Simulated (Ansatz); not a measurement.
Cost and result up the ladder for Sr₃O₃ (6 atoms). Total charge 0; singlet. Geometry: PBE0-D4/def2-SVP.

Cartesian coordinates in Å:
```
Sr 0.156 -0.494 2.360
Sr 0.664 -0.927 -0.958
Sr -1.465 1.704 -0.888
O 0.048 0.923 -2.131
O -1.047 0.037 0.547
O 1.644 -1.244 1.070
```

Ansatz on 4 threads of Arm Neoverse V2 on a shared host. Times are rough, and most runs start from the orbitals of an earlier one. CAM-B3LYP-D4/def2-TZVP serves as the yardstick here, not as an exact answer. Differences are given only for rows in sets of like size (and for xTB, whose basis is part of the method), since another set adds its own error. Binding counts from free atoms at the same level (Sr singlet, O triplet; other spins of the atoms weren't run), without zero-point energy or a counterpoise term.

In the def2 sets Sr takes a core potential; there is no spin–orbit coupling. Correlated methods freeze 3 core orbitals; core or outer-core shells of Sr are correlated, in sets that lack core-valence functions. The rows differ in basis, and correlated rows in double-zeta sets carry the largest basis error. The structure comes from a short search, and lower isomers may exist.

Correlated methods converge slowly with the basis, most of all in double-zeta sets.

```csv
level,functions,binding energy per atom (eV),difference from CAM-B3LYP-D4/def2-TZVP (eV),remarks
r2SCAN-D4/def2-TZVP,192,3.74,0.25,–
HF/def2-TZVP,192,1.79,-1.70,–
PBE-D4/def2-TZVP,192,3.77,0.28,–
LDA (SPW92)/def2-TZVP,192,4.31,0.82,–
CAM-B3LYP-D4/def2-TZVP,192,3.49,0.00,–
MP2/def2-TZVP,192,3.46,-0.04,–
PBE0-D4/def2-SVP,111,3.53,–,–
PBE0-D4/def2-TZVP (with forces),192,3.48,-0.02,–
r2SCANh-D4/def2-TZVP,192,3.62,0.13,–
PBE-D4/def2-TZVPD,219,3.78,0.29,–
PBE-QIDH/def2-TZVP,192,3.36,-0.13,–
PBE-D4/def2-SVP,111,3.85,–,–
CCSD(T)/def2-SVP,111,3.11,–,large T1 (0.028)
B97M-V/def2-TZVP,192,3.48,-0.02,–
```

Q: Estimate how long each takes.

A: LDA (SPW92)/def2-TZVP 1.2 s; HF/def2-TZVP 1.4 s; PBE-D4/def2-SVP 1.4 s; PBE0-D4/def2-SVP 1.6 s; PBE-D4/def2-TZVP 2.1 s; MP2/def2-TZVP 2.4 s; PBE-D4/def2-TZVPD 2.8 s; CAM-B3LYP-D4/def2-TZVP 3.5 s; PBE0-D4/def2-TZVP (with forces) 3.8 s; r2SCAN-D4/def2-TZVP 4.6 s; r2SCANh-D4/def2-TZVP 5 s; PBE-QIDH/def2-TZVP 5.5 s; B97M-V/def2-TZVP 9 s; CCSD(T)/def2-SVP 21 s. On shared hardware such times vary by a factor of up to 3.
